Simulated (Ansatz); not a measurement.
**Strength of the Te–Si bond: C2H8SiTe → C2H5Te + SiH3**

Species: C2H8SiTe `CC[Te][SiH3]`, singlet; C2H5Te `CC[Te]`, doublet; SiH3 (silyl radical) `[SiH3]`, doublet. 

Shapes, held fixed at every level: PBE0-D4/def2-TZVP. Flexible molecules stand in one conformer, not always the lowest. Programs: Ansatz 0.2.0. The zero-point and thermal change to 298 K, harmonic and unscaled (PBE0-D4/def2-TZVP), is -10.9 kJ/mol.

**Question.** Estimate ΔH(298 K) of this reaction.

**Answer.** The highest level, CCSD(T)/def2-TZVPP, gives ΔH(298 K) = +270.9 kJ/mol; the levels span +170.9 to +281.4. The column of differences is taken from that level and isn't an error. Hartree–Fock misses the correlation of the pair that is broken and comes out low. No measured value is set beside it here. Open shells run unrestricted unless RO is named. For atoms past krypton def2 sets carry core potentials with scalar relativity. Correlated rows may include outer-core shells of Te, which these sets cover unevenly. Times are processor times on shared x86 and Arm servers, and rough.

```json
{"level": "HF/def2-SVP", "kind": "Hartree–Fock", "ΔH(298 K) (kJ/mol)": "+170.9", "less CCSD(T)/def2-TZVPP": "-100.0", "CPU time (sum over the molecules)": "–"}
{"level": "PBE-D4/def2-TZVPP", "kind": "GGA", "ΔH(298 K) (kJ/mol)": "+277.5", "less CCSD(T)/def2-TZVPP": "+6.6", "CPU time (sum over the molecules)": "68 s"}
{"level": "r2SCAN0-D4/def2-TZVPP", "kind": "global hybrid", "ΔH(298 K) (kJ/mol)": "+262.9", "less CCSD(T)/def2-TZVPP": "-8.0", "CPU time (sum over the molecules)": "2.1 min"}
{"level": "wB97X-V/def2-TZVPP", "kind": "range-separated hybrid", "ΔH(298 K) (kJ/mol)": "+281.4", "less CCSD(T)/def2-TZVPP": "+10.5", "CPU time (sum over the molecules)": "3 min"}
{"level": "B2PLYP/def2-TZVPP", "kind": "double hybrid", "ΔH(298 K) (kJ/mol)": "+264.3", "less CCSD(T)/def2-TZVPP": "-6.6", "CPU time (sum over the molecules)": "1.7 min"}
{"level": "MP2/def2-SVP", "kind": "perturbation theory", "ΔH(298 K) (kJ/mol)": "+255.5", "less CCSD(T)/def2-TZVPP": "-15.4", "CPU time (sum over the molecules)": "–"}
{"level": "CCSD(T)/def2-TZVPP", "kind": "coupled cluster or CI", "ΔH(298 K) (kJ/mol)": "+270.9", "less CCSD(T)/def2-TZVPP": "0.0", "CPU time (sum over the molecules)": "44 min"}
```
